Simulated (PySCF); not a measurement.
Isomers of C4H13NOSi2.

All values: PBE0/pcSseg-1 (PySCF) at PBE0-D3(BJ)/def2-SVP geometries, gas phase, one conformer each.

**Question.** Rank by the highest IAO charge on any atom, lowest value first.
A. `[CH3:1][N:2]([CH3:3])[Si@H:4]1[CH2:5][CH2:6][SiH2:7][O:8]1` with C1–N2–Si4–C5 -147°, N2–Si4–C5–C6 81°, Si4–C5–C6–Si7 36°, C5–C6–Si7–O8 -26°, C6–Si7–O8–Si4 3°
B. `[H]/[N:8]=[CH:7]\[SiH2:6][O:5][Si:2]([CH3:1])([CH3:3])[CH3:4]` with Si2–O5–Si6–C7 -121°, O5–Si6–C7–N8 -1°
C. `[CH3:1][O:2][CH2:3][Si@H:4]1[CH2:5][CH2:6][SiH2:7][NH:8]1` with C1–O2–C3–Si4 180°, O2–C3–Si4–C5 -46°, C3–Si4–C5–C6 145°, Si4–C5–C6–Si7 -34°, C5–C6–Si7–N8 29°, C6–Si7–N8–Si4 -12°
D. `[CH3:1][CH2:2][O:3][C@@H:4]1[CH2:5][SiH2:6][NH:7][SiH2:8]1` with C1–C2–O3–C4 -176°, C2–O3–C4–C5 -70°, O3–C4–C5–Si6 -160°, C4–C5–Si6–N7 29°, C5–Si6–N7–Si8 -8°, Si6–N7–Si8–C4 -11°

**Answer.** D (+0.883 e), C (+1.031 e), A (+1.198 e), B (+1.300 e).

**Question.** Rank by the lowest Hirshfeld charge on any atom, highest value first.
A. `[CH3:1][N:2]([CH3:3])[Si@H:4]1[CH2:5][CH2:6][SiH2:7][O:8]1` with C1–N2–Si4–C5 -147°, N2–Si4–C5–C6 81°, Si4–C5–C6–Si7 36°, C5–C6–Si7–O8 -26°, C6–Si7–O8–Si4 3°
B. `[H]/[N:8]=[CH:7]\[SiH2:6][O:5][Si:2]([CH3:1])([CH3:3])[CH3:4]` with Si2–O5–Si6–C7 -121°, O5–Si6–C7–N8 -1°
C. `[CH3:1][CH2:2][O:3][C@@H:4]1[CH2:5][SiH2:6][NH:7][SiH2:8]1` with C1–C2–O3–C4 -176°, C2–O3–C4–C5 -70°, O3–C4–C5–Si6 -160°, C4–C5–Si6–N7 29°, C5–Si6–N7–Si8 -8°, Si6–N7–Si8–C4 -11°

**Answer.** B (-0.302 e), A (-0.315 e), C (-0.329 e).

All values together:

```
                    SMILES  μ (D)  HOMO (eV)  LUMO (eV)  lowest IAO charge (e)  highest IAO charge (e)  lowest Hirshfeld charge (e)  highest Hirshfeld charge (e)
[H]/N=C\[SiH2]O[Si](C)(C)C   2.69      -7.08      -0.67             -0.869 (O)             +1.300 (Si)                   -0.302 (O)                   +0.463 (Si)
    CN(C)[Si@H]1CC[SiH2]O1   1.94      -6.31       0.66             -0.872 (O)             +1.198 (Si)                   -0.315 (O)                   +0.431 (Si)
 CCO[C@@H]1C[SiH2]N[SiH2]1   1.02      -7.25       0.41             -0.930 (N)             +0.883 (Si)                   -0.329 (N)                   +0.368 (Si)
      COC[Si@H]1CC[SiH2]N1   1.57      -7.07       0.84             -0.922 (N)             +1.031 (Si)                   -0.328 (N)                   +0.385 (Si)
```

Conformers: `[H]/[N:8]=[CH:7]\[SiH2:6][O:5][Si:2]([CH3:1])([CH3:3])[CH3:4]` with Si2–O5–Si6–C7 -121°, O5–Si6–C7–N8 -1°; `[CH3:1][N:2]([CH3:3])[Si@H:4]1[CH2:5][CH2:6][SiH2:7][O:8]1` with C1–N2–Si4–C5 -147°, N2–Si4–C5–C6 81°, Si4–C5–C6–Si7 36°, C5–C6–Si7–O8 -26°, C6–Si7–O8–Si4 3°; `[CH3:1][CH2:2][O:3][C@@H:4]1[CH2:5][SiH2:6][NH:7][SiH2:8]1` with C1–C2–O3–C4 -176°, C2–O3–C4–C5 -70°, O3–C4–C5–Si6 -160°, C4–C5–Si6–N7 29°, C5–Si6–N7–Si8 -8°, Si6–N7–Si8–C4 -11°; `[CH3:1][O:2][CH2:3][Si@H:4]1[CH2:5][CH2:6][SiH2:7][NH:8]1` with C1–O2–C3–Si4 180°, O2–C3–Si4–C5 -46°, C3–Si4–C5–C6 145°, Si4–C5–C6–Si7 -34°, C5–C6–Si7–N8 29°, C6–Si7–N8–Si4 -12°.
